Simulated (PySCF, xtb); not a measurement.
BFH, SMILES [BH]F (connectivity only; charge and spin as stated), charge +1, multiplicity 1.

GFN2-xTB run with xtb at its own geometry gives an orbital gap of 5.87 eV.

Coordinates come from a ωB97X-D3(BJ)/def2-TZVPD optimisation. The multiplicity is an assumed one; other spin states were not compared. The isomer is the one that the SMILES or the coordinates give; other isomers of the formula were not compared.

**Question.** What does PBE/def2-TZVPD (PySCF) give? (The exact figures need the calculation; the answer reports its results.)

**Answer.** gap 9.82 eV (levels -20.47 and -10.65 eV).
